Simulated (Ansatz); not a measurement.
Consider the cleavage of the Si–Si bond: `N[SiH]([SiH3])S` + `O[Si]S` → `[SiH3]O[Si]S` + `N[SiH2]S`.

Program: Ansatz. Geometries: PBE0-D4/def2-TZVP. ΔE: electronic, gas phase. CBS: MP2 limit from def2 TZ/QZ plus the TZ coupled-cluster correction, frozen cores. This one scheme is used for every species. DFT in def2-TZVPP. HSE06 is defined as in plane-wave codes. Each species was taken in one conformer, which may not be the lowest.

Task: Is it downhill or uphill in electronic energy at CCSD(T)/CBS, and by how much? (Best estimate.)

Result: The calculation gave: Downhill: ΔE = -101.7 kJ/mol.

Task: What do these levels give: BLYP-D4, r2SCANh-D4, HSE06-D4, r2SCANh, RPA@PBE/def2-TZVPP, CCSD/CBS(def2)? (An estimate is asked.)

Result: The calculation gave: BLYP-D4 -93.7, r2SCANh-D4 -96.2, HSE06-D4 -83.1, r2SCANh -96.8, RPA@PBE/def2-TZVPP -105.3, CCSD/CBS(def2) -105.7 kJ/mol.

Largest T1 diagnostic among the species: 0.015.

From PBE to PBE0 (25 % exact exchange), in def2-TZVPP and without D4, ΔE moves by −9.2 kJ/mol. The D4 term adds +3.3 kJ/mol with B3LYP and +1.9 kJ/mol with PBE0; it sums over pairs of atoms, weighted by their polarisabilities, and B3LYP, whose exchange is more repulsive, gets the larger term. In def2-TZVPP, CCSD(T) changes the Hartree–Fock value by +27.9 kJ/mol (the triples alone add +3.9 kJ/mol) and MP2 by +20.9 kJ/mol.

B3LYP here is the variant with VWN-RPA as its local correlation; programs differ in this.
